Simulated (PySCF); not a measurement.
**Dipole response of Mo (molybdenum, neutral)**

[Kr] 4d5 5s1, high-spin 7S determinant. Computed with PySCF 2.14 in aug-cc-pVTZ-PP with one added diffuse shell each of s, p, d, f, g type with ECP28MDF (7s7p6d4f3g, 113 functions), with scalar relativity through the core potential. Coupled (time-dependent) response in atomic units; α is the mean over directions.

```tsv
method	mean α (bohr³)	C₆ (like pair)	S(−4)
UHF	108.5	1205	8112
PBE	74.19	782.3	3007
PBE0	78.40	828.1	3492
```

S(−4) is the Cauchy moment in α(ω) = α(0) + S(−4) ω² + …

Reference α: 87 ± 6 bohr³ (recommended; Schwerdtfeger and Nagle, table of static dipole polarizabilities (2023 update)). Published C₆: 1030 (Gould and Bucko (2016)).

Hartree-Fock lies above the reference because it lacks correlation, which contracts the outer shell.

α(iu) at UHF:

```csv
u (hartree),α(iu) (bohr³)
0,108.5
0.0500,92.00
0.100,65.48
0.200,34.79
0.300,22.30
0.500,12.60
0.750,7.933
1.00,5.618
1.50,3.320
2.00,2.199
3.00,1.157
5.00,0.4711
```

Energies and moments cover only the electrons outside the core potential.
